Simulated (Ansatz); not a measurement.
`FC(F)=[CH][AlH2]` + H₂O → `OC=C(F)F` + `[AlH3]` at 400 K and 1 bar (formal hydrolysis of a C–Al bond).

Isolated molecules relaxed with PBE0-D4/def2-TZVP in Ansatz; ΔE leaves out vibrations. CCSD(T)/CBS adds triple-zeta CCSD(T) − MP2 to the extrapolated MP2 energy (def2 sets, frozen cores). This one scheme is used for every species. One conformer a species, not always the lowest.

```json
{"species": "`FC(F)=[CH][AlH2]`", "CCSD(T)/CBS energy (Eh)": "-519.46323", "H − E (kJ/mol)": "135.2", "S (J/(mol·K))": "356.5"}
{"species": "H₂O", "CCSD(T)/CBS energy (Eh)": "-76.37941", "H − E (kJ/mol)": "69.8", "S (J/(mol·K))": "198.6"}
{"species": "`OC=C(F)F`", "CCSD(T)/CBS energy (Eh)": "-352.00832", "H − E (kJ/mol)": "133.6", "S (J/(mol·K))": "324.8"}
{"species": "`[AlH3]`", "CCSD(T)/CBS energy (Eh)": "-243.78045", "H − E (kJ/mol)": "63.6", "S (J/(mol·K))": "220.9"}
```

H − E and S are ideal-gas, rigid-rotor, harmonic terms from PBE0-D4/def2-TZVP, for one conformer and one mirror image of each species. 1 Eh = 2625.50 kJ/mol, R = 8.31446 J/(mol·K).

Problem. By hand: ΔE, ΔH, ΔS and ΔG.

Solution. ΔE = (-352.00832) + (-243.78045) − (-519.46323) − (-76.37941) = 0.05387 Eh = 141.4 kJ/mol. Δ(H − E) = 133.6 + 63.6 − 135.2 − 69.8 = -7.8, so ΔH = 133.6 kJ/mol. ΔS = 324.8 + 220.9 − 356.5 − 198.6 = -9.4 J/(mol·K). ΔG = 133.6 − 400 × (-9.4)/1000 = 137.4 kJ/mol.

Problem. By hand: the equilibrium constant, and the temperature at which ΔG would vanish if ΔH and ΔS stayed fixed.

Solution. log₁₀ K = −ΔG/(RT ln 10) = -17.9. ΔH and −TΔS have one sign here, so there is no such temperature.

The number of gas molecules stays the same, so ΔS is small and ΔH decides. A doubt of 5 kJ/mol in ΔE shifts log₁₀ K by 0.7 here. Other conformers and mirror images would add mixing entropy, several J/(mol·K) or more a flexible species. These are equilibria of isolated gas molecules and say nothing of rates. Largest T1 diagnostic: 0.012 (customary marks: 0.02 for closed shells, 0.045 for open ones).

ΔS is within the doubt of such terms, so its sign, and with it that verdict, could turn.
